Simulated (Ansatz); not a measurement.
Molecule: sum formula MoO$_{2}$Cl$_{2}$ (charge +1, doublet). The spin state was set by rule; other spins were not relaxed. 
Coordinates optimised at B3LYP-D3(BJ)/def2-TZVP (Ansatz, a first-principles code):
```
Mo
O 1 1.6851
O 1 1.7753 2 100.09
Cl 1 2.1883 2 110.59 3 117.18
Cl 1 2.1883 2 110.59 3 -117.18
```
Charge +1, spin multiplicity 2.

Basis-set convergence of Hartree-Fock and MP2 correlation energies (hartree) with Ansatz. Correlated levels leave the core frozen unless marked. UHF or UKS for open shells. Spin-orbit coupling is left out. Frozen are the shells of the preceding noble gas and the d and f shells that filled before the atom's block. Past Kr the def2 sets carry scalar-relativistic core potentials.

The UHF reference is spin-contaminated (<S^2> 0.56 over the pure value in the largest basis). The T1 diagnostic of CCSD in the largest basis is 0.057, which is high, so the coupled-cluster rows are less sure than usual.

| basis | functions | E(HF) | E(corr, MP2) |
|---|---|---|---|
| def2-SVP | 95 | -1135.54104 | -0.81878 |
| def2-TZVPP | 202 | ___ | ___ |

What belongs in the gaps?


- def2-TZVPP, E(HF): -1136.09868
- def2-TZVPP, E(corr, MP2): -1.04090
